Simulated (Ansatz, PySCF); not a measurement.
Species: HS2 (charge 0, doublet). SMILES: [S]S
Geometry from a B3LYP-D3(BJ)/def2-TZVP (Ansatz, a program for electronic structure) optimisation:
```xyz
3

S     -0.9203     0.0126     0.4581
S      0.8239     0.0408    -0.4735
H      1.5432    -0.8556     0.2469
```
Charge 0, spin multiplicity 2.

Wanted: size of the dipole moment, in D. Conventions: six Cartesian d functions in 6-31G* and its kin unless marked 5d; UHF or UKS for open shells; LANL2DZ with its own core potentials from Na on; no spin-orbit coupling; dispersion terms only where a functional's name holds one; non-relativistic. Ab initio and DFT rows: single points at B3LYP-D3(BJ) geometries (Ansatz).

```tsv
level	program	size of the dipole moment (D)
SVWN5/6-31G*	Ansatz	1.94
BP86/def2-SVP	PySCF	1.71
B3LYP/LANL2DZ	Ansatz	1.93
B3LYP/6-31G*	Ansatz	1.76
B3LYP/cc-pVDZ	Ansatz	1.65
M06-2X/6-31G* (5d)	PySCF	1.76
B3PW91/6-31G* (5d)	PySCF	1.79
```

No value to compare with is used here. The 7 habitual levels span 1.65 (B3LYP/cc-pVDZ) to 1.94 D (SVWN5/6-31G*).

The levels are drawn from those run, B3LYP/6-31G* more often than the rest, none by its result; runs whose electronic state is in doubt are left out.
